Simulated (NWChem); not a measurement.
System meant: C₆H₁₃B; SMILES C(C)B(CC)C=C

Here is an NWChem input.

```
start job
memory heap 200 mb stack 900 mb global 1100 mb
geometry units angstroms noautoz
  B      0.087156     0.028082     0.103805
  C      0.716315    -1.417952     0.215488
  C     -0.114509    -2.611103    -0.244032
  H      0.932363    -1.513248     1.301566
  H      1.720042    -1.446093    -0.244465
  H     -0.328374    -2.562363    -1.324116
  H     -1.086003    -2.659053     0.272265
  H      0.397694    -3.568546    -0.059077
  C     -1.482574     0.189343     0.028206
  C     -2.088759     1.586389     0.063470
  H     -1.923038    -0.446682     0.821294
  H     -1.786685    -0.336715    -0.900016
  H     -1.711139     2.212789    -0.760235
  H     -1.847109     2.110749     1.002081
  H     -3.186788     1.565854    -0.020715
  C      1.017514     1.289259     0.109637
  C      2.305954     1.284316    -0.268943
  H      0.591997     2.266517     0.375733
  H      2.912389     2.196634    -0.306628
  H      2.812524     0.363557    -0.579708
end
basis spherical
  * library def2-svp
end
dft
  odft
  mult 2
  xc xpbe96 cpbe96
  iterations 150
  mulliken
end
task dft energy
```

End of the output:

```
 Summary of "ao basis" -> "" (spherical)
 ------------------------------------------------------------------------------
       Tag                 Description            Shells   Functions and Types
 ---------------- ------------------------------  ------  ---------------------
 *                          def2-svp                  on all atoms

  pbe96 is a nonlocal functional; adding pw91lda local functional.

                                 NWChem DFT Module
                                 -----------------

 Summary of "ao basis" -> "ao basis" (spherical)
 ------------------------------------------------------------------------------
       Tag                 Description            Shells   Functions and Types
 ---------------- ------------------------------  ------  ---------------------
 B                          def2-svp                 6       14   3s2p1d
 C                          def2-svp                 6       14   3s2p1d
 H                          def2-svp                 3        5   2s1p

 Summary of "ao basis" -> "ao basis" (spherical)
 ------------------------------------------------------------------------------
       Tag                 Description            Shells   Functions and Types
 ---------------- ------------------------------  ------  ---------------------
 B                          def2-svp                 6       14   3s2p1d
 C                          def2-svp                 6       14   3s2p1d
 H                          def2-svp                 3        5   2s1p

  number of electrons :                   54
  multiplicity        :                    2
 ------------------------------------------------------------------------
  no. of electrons and multiplicity not compatible                  54
 ------------------------------------------------------------------------
 ------------------------------------------------------------------------
  current input line :
    35: task dft energy
 ------------------------------------------------------------------------
 ------------------------------------------------------------------------
 There is an error in the input file
 ------------------------------------------------------------------------
 For more information see the NWChem manual at https://nwchemgit.github.io

0: no. of electrons and multiplicity not compatible:Received an Error in Communication
```

Task: Find the fault in this run and fix the input.

Result: The program refused the input. Cause: the multiplicity doesn't fit the number of electrons (an even count wants an odd multiplicity, and the reverse). This input runs:
```
start job
memory heap 200 mb stack 900 mb global 1100 mb
geometry units angstroms noautoz
  B      0.087156     0.028082     0.103805
  C      0.716315    -1.417952     0.215488
  C     -0.114509    -2.611103    -0.244032
  H      0.932363    -1.513248     1.301566
  H      1.720042    -1.446093    -0.244465
  H     -0.328374    -2.562363    -1.324116
  H     -1.086003    -2.659053     0.272265
  H      0.397694    -3.568546    -0.059077
  C     -1.482574     0.189343     0.028206
  C     -2.088759     1.586389     0.063470
  H     -1.923038    -0.446682     0.821294
  H     -1.786685    -0.336715    -0.900016
  H     -1.711139     2.212789    -0.760235
  H     -1.847109     2.110749     1.002081
  H     -3.186788     1.565854    -0.020715
  C      1.017514     1.289259     0.109637
  C      2.305954     1.284316    -0.268943
  H      0.591997     2.266517     0.375733
  H      2.912389     2.196634    -0.306628
  H      2.812524     0.363557    -0.579708
end
basis spherical
  * library def2-svp
end
dft
  xc xpbe96 cpbe96
  iterations 150
  mulliken
end
task dft energy
```
It converges to -260.72298 Ha (PBE/def2-SVP).
